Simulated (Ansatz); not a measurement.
System: C$_{4}$H$_{3}$N$_{2}$, charge -1, multiplicity 1. It need not be the lowest isomer of its formula. Whether it binds its extra electron was not tested at this geometry. 
Geometry from a B3LYP-D3(BJ)/def2-TZVP (Ansatz, an electronic-structure program) optimisation:
SMILES: c1ncnc[c-]1
```xyz
9

C      0.1277    -1.4924     0.0367
C      1.1946    -0.5770     0.1006
N      1.1229     0.7729     0.0708
C     -0.1083     1.2659    -0.0311
N     -1.2375     0.5667    -0.1037
C     -1.0788    -0.7757    -0.0674
H      2.2234    -0.9411     0.1849
H     -0.2013     2.3525    -0.0578
H     -2.0305    -1.3128    -0.1295
```
Charge -1, spin multiplicity 1.

Parts of the frozen-core correlation energy in aug-cc-pVDZ (Ansatz, hartree). Frozen orbitals: 6; correlated occupied orbitals by spin: 15 and 15; virtual: 144 and 144. No spin-orbit coupling. Non-relativistic. The restricted reference is unstable.

| term | value |
|---|---|
| reference (HF) | -262.09049 |
| MP2 opposite-spin | -0.63942 |
| MP2 same-spin | -0.24275 |
| CCSD correlation | -0.89815 |
| (T) | -0.04639 |
| T1 diagnostic | 0.015 |
| largest doubles amplitude | 0.047 |
